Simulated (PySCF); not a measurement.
C4H4BFO.
InChI=1S/C4H4BFO/c6-5-4-1-2-7-3-4/h1-3,5H

Torsions of this conformer, `[F:1][BH:2][c:3]1[cH:4][cH:5][o:6][cH:7]1`: F1–B2–C3–C4 180°.

The closed-shell ground state was solved at several levels (PySCF, density fitting, gas phase, non-relativistic). The structure is a single PBE0-D3(BJ)/def2-SVP conformer in the gas phase; no vibrational or solvent corrections.

```tsv
level	basis functions	total energy (Eh)	HOMO (eV)	LUMO (eV)	gap (eV)	dipole (D)
PBE0/def2-SVP	118	-354.1272	-7.09	-1.18	5.91	1.56
PBE0/pcSseg-2	308	-354.5247	-7.13	-1.34	5.79	1.66
B97-D/pcSseg-1	139	-354.5143	-6.04	-2.06	3.98	1.63
KT3/pcSseg-1	139	-359.9175	-6.08	-2.12	3.96	1.63
LC-wPBE/pcSseg-1	139	-354.5153	-9.75	0.99	10.74	1.50
PBE0/aug-cc-pVDZ	197	-354.4290	-7.10	-1.37	5.73	1.63
wB97X-D/pcSseg-1	139	-354.6305	-8.96	0.55	9.51	1.58
PBE0/cc-pVDZ	118	-354.4096	-6.97	-1.10	5.87	1.60
PBE0/6-31G	71	-354.2824	-7.12	-1.14	5.98	1.73
PBE0/6-311+G(2d,p)	213	-354.4922	-7.12	-1.37	5.75	1.68
KT2/pcSseg-1	139	-360.3972	-6.11	-2.19	3.92	1.64
HF/pcSseg-1	139	-352.7669	-9.11	2.39	11.50	1.63
mPW1PW91/pcSseg-1	139	-354.6582	-7.18	-1.30	5.88	1.63
```

What might PBE0/cc-pVTZ (266 basis functions) give for the same quantities?

Total energy -354.5127 Eh, HOMO -7.06 eV, LUMO -1.24 eV, gap 5.82 eV, dipole 1.65 D.

Over all these levels, which gives the widest orbital gap and which the narrowest?

HF/pcSseg-1 (Hartree–Fock, all exact exchange) has the widest, 11.50 eV, and KT2/pcSseg-1 (GGA) the narrowest, 3.92 eV. The two share the basis. From the narrowest to the widest the HOMO moves by -3.00 eV and the LUMO by +4.58 eV.

How much does the basis alone move the frontier levels among the 7 PBE0 rows (the withheld one included)?

The HOMO by 0.16 eV and the LUMO by 0.27 eV. By rising basis size (HOMO, LUMO in eV): 6-31G -7.12, -1.14; def2-SVP -7.09, -1.18; cc-pVDZ -6.97, -1.10; aug-cc-pVDZ -7.10, -1.37; 6-311+G(2d,p) -7.12, -1.37; cc-pVTZ -7.06, -1.24; pcSseg-2 -7.13, -1.34.

In the pcSseg-1 basis, how does the gap go with the fixed share of exact exchange?

KT2 (0 %) 3.92 eV; KT3 (0 %) 3.96 eV; B97-D (0 %) 3.98 eV; mPW1PW91 (25 %) 5.88 eV; HF (100 %) 11.50 eV. Each rise in the share widens the gap here.

How far do the dipole and the HOMO energy spread over the levels?

The dipole runs from 1.50 to 1.73 D (mean 1.62 D) and the HOMO from -9.75 to -6.04 eV.

Note: B97-D and wB97X-D ran without an empirical dispersion term, which enters the total energy and its gradient alone.
